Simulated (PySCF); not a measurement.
# Calculated NMR parameters of CC[CH2][AlH][N](C)C

- Formula: C5H14AlN
- SMILES: CC[CH2][AlH][N](C)C
- InChI: InChI=1S/C3H7.C2H6N.Al.H/c2*1-3-2;;/h1,3H2,2H3;1-2H3;;/q;-1;+1;
- Point group of the computed structure: C1
- Carbon signals: 4
- Proton signals: 5

Molfile (atoms numbered from 1):
```
C5H14AlN
     RDKit          3D

 21 20  0  0  0  0  0  0  0  0999 V2000
    3.3700   -0.2431    0.4446 C   0  0  0  0  0  0  0  0  0  0  0  0
    1.9646   -0.3977   -0.1197 C   0  0  0  0  0  0  0  0  0  0  0  0
    1.2166    0.9316   -0.2809 C   0  0  0  0  0  0  0  0  0  0  0  0
   -0.6150    0.7958   -0.9848 Al  0  0  0  0  0  3  0  0  0  0  0  0
   -1.8904    0.0449    0.0231 N   0  0  0  0  0  0  0  0  0  0  0  0
   -1.6701   -0.4347    1.3638 C   0  0  0  0  0  0  0  0  0  0  0  0
   -3.2494   -0.1423   -0.4183 C   0  0  0  0  0  0  0  0  0  0  0  0
    3.9878    0.3993   -0.2039 H   0  0  0  0  0  0  0  0  0  0  0  0
    3.3455    0.2252    1.4422 H   0  0  0  0  0  0  0  0  0  0  0  0
    3.8828   -1.2129    0.5420 H   0  0  0  0  0  0  0  0  0  0  0  0
    1.3882   -1.0796    0.5312 H   0  0  0  0  0  0  0  0  0  0  0  0
    2.0248   -0.9141   -1.0949 H   0  0  0  0  0  0  0  0  0  0  0  0
    1.1865    1.4542    0.6949 H   0  0  0  0  0  0  0  0  0  0  0  0
    1.7938    1.5994   -0.9470 H   0  0  0  0  0  0  0  0  0  0  0  0
   -1.0805    1.2947   -2.4220 H   0  0  0  0  0  0  0  0  0  0  0  0
   -1.8731   -1.5206    1.4562 H   0  0  0  0  0  0  0  0  0  0  0  0
   -0.6285   -0.2661    1.6787 H   0  0  0  0  0  0  0  0  0  0  0  0
   -2.3249    0.0750    2.0992 H   0  0  0  0  0  0  0  0  0  0  0  0
   -3.5420   -1.2116   -0.4159 H   0  0  0  0  0  0  0  0  0  0  0  0
   -3.3845    0.2366   -1.4432 H   0  0  0  0  0  0  0  0  0  0  0  0
   -3.9733    0.3883    0.2325 H   0  0  0  0  0  0  0  0  0  0  0  0
  1  2  1  0
  2  3  1  0
  3  4  1  0
  4  5  1  0
  5  6  1  0
  5  7  1  0
  1  8  1  0
  1  9  1  0
  1 10  1  0
  2 11  1  0
  2 12  1  0
  3 13  1  0
  3 14  1  0
  4 15  1  0
  6 16  1  0
  6 17  1  0
  6 18  1  0
  7 19  1  0
  7 20  1  0
  7 21  1  0
M  END
```

- coordinates at the PBE0-D3(BJ)/def2-SVP level
- shieldings: GIAO PBE/pcSseg-1
- code: PySCF 2.14.0 with density-fitted response routines
- no solvent model, non-relativistic Hamiltonian, fast rotation and ring inversion assumed for equivalent nuclei, a single conformation

δ = σ(ref) − σ, references computed at the same level: 1H and 13C against TMS; 15N vs NH3; 27Al against AlH4-.

| carbon | δC, type | δH (multiplicity) | HMBC from (2–3 bonds) | span of the C tensor (ppm) |
| --- | --- | --- | --- | --- |
| C1 | 23.2, CH3 | 1.03 (t) | H11/H12, H13/H14 | 42 |
| C2 | 22.4, CH2 | 1.41 (m) | H15, H8/H9/H10, H13/H14 | 17 |
| C3 | 13.8, CH2 | 0.22 (m) | H15, H11/H12, H8/H9/H10 | 35 |
| C6/C7 | 43.8, CH3 | 2.88 (s) | H15, H16/H17/H18/H19/H20/H21 | 68 |

Other nuclei:
```csv
atoms,nucleus,environment,δ (ppm),σ (ppm)
H15,1H,"hydrogen on an aluminium bonded to C, N",4.74,26.46
N5,15N,"nitrogen bonded to 2 C, Al",106.0,159.0
Al4,27Al,"aluminium bonded to C, N, H",149.2,333.6
```

- δC 43.8: methyl carbon bonded to N; deshielded by the electronegative neighbour.
- δC 22.4: sp3 CH2; saturated and bonded to C and H only.
- δH 2.88: hydrogen on a methyl carbon bonded to N; its carbon carries N, hence the downfield position.
- δH 1.03: hydrogen on a methyl carbon; far from electronegative atoms and π systems.
- δH 0.22: hydrogen on an sp3 CH2 bonded to Al; an electropositive neighbour shields it, as in TMS itself.

Hydrides on Al or Ga are broadened by the quadrupolar metal nucleus. Shifts are as computed. Against solution values, carbons near 30 ppm lie about +2 ppm off and those near 130 ppm about +2 ppm. Of 1211 compounds with measured shifts, 218 miss one by over three times the rms of a fit or turn the order of signals round; such compounds aren't used in these exercises. Experimental scales use liquid or dissolved standards, which lie at an offset from isolated NH3 (liquid NH3: subtract about 20 ppm). Multiplicities follow the n + 1 count of equivalent neighbours, as no J values were calculated; m marks all less simple cases, F and P coupling included.
